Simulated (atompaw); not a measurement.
## calcium: one change to a PAW (atompaw) potential, before and after

| Property | Result |
| --- | --- |
| Element | calcium |
| Generator | atompaw 4.2.0.5 |
| Type | PAW |
| Functional | PBE |
| Relativity | scalar-relativistic |
| Frozen core | [Ne] |
| Valence charge | 10 |
| Reference configuration | 3s2 3p6 3d0 4s1.75 4p0.25 |
| Partial waves | 3s (bound): rc 1.35 bohr; 4s (bound): rc 3.00 bohr; 3p (bound): rc 1.50 bohr; 4p (bound): rc 2.80 bohr; 3d (bound, empty): rc 3.00 bohr; 3d channel at 2.35 Ry: rc 3.00 bohr |
| Local potential | troulliermartins scheme with l = 3 at 0.5 Ry, radius 2.50 bohr |
| Core correction | smooth core density matched at 2.70 bohr |
| Augmentation charge | besselshape compensation charge, radius 2.95 bohr; PAW radius 3.00 bohr; waves and projectors: custom polynom2 7 10 vanderbiltortho |

Change: all radii scaled by about 1.23 (s 1.66, p 1.84, d 3.70 bohr); local potential troulliermartins scheme with l = 3 at 0.5 Ry, radius 3.08 bohr; augmentation besselshape compensation charge, radius 3.64 bohr; PAW radius 3.70 bohr; waves and projectors: custom polynom2 7 10 vanderbiltortho; core correction smooth core density matched at 3.32 bohr.

Cutoffs: the cutoffs (Ry, on a coarse ladder) from which the occupation-weighted sum of valence levels, in a spherical-Bessel basis at the reference potential, stays within 10 and 1 mRy of its value at 400 Ry; they do not see the model core or the augmentation charge, which bear on the density cutoff.

**Question.** What does the change do?

**Answer.** The potential gets softer (25 Ry and 140 Ry → 21 Ry and 25 Ry); neither file shows a bound ghost. A larger radius leaves more room for a smooth pseudo-wave, so fewer plane waves are needed.

| quantity | base | changed |
| --- | --- | --- |
| cutoff, loose | 25 Ry | 21 Ry |
| cutoff, tight | 140 Ry | 25 Ry |
| loose cutoff by channel (10 mRy a level) | s 12 Ry, p 21 Ry | s 15 Ry, p 18 Ry |
| bound ghosts | none | none |
| lowest overlap eigenvalue by channel | s 0.39, p 0.50, d 1.00 | s 0.36, p 0.52, d 1.00 |

 The cutoffs see the waves, projectors and local potential, not the compensation charge or the core.
